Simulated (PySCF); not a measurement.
sulfuric acid anion (H2O4S), SMILES O=S(=O)(O)O (connectivity only; charge and spin as stated), charge -1, multiplicity 2.

The structure is a stationary point at PBE0-D3(BJ)/def2-SVPD. The spin state was assumed, not searched. One conformer was computed; it need not be the lowest.

Level of theory: B3LYP/def2-SVPD (PySCF).

Computed frontier levels, dipole moment and polarisability:
```
Item                                                                Value
------------------------------------------------  -----------------------
α spin, highest occupied and lowest empty level         -1.03 and 4.08 eV
β spin, highest occupied and lowest empty level         -2.88 and 1.82 eV
dipole moment about the centre of nuclear charge                   1.20 D
mean static polarisability                           59.4 bohr³ (8.80 Å³)
polarisability, principal values                   47.9, 51.5, 78.8 bohr³
⟨S²⟩                                              0.757 (pure state 0.75)
```
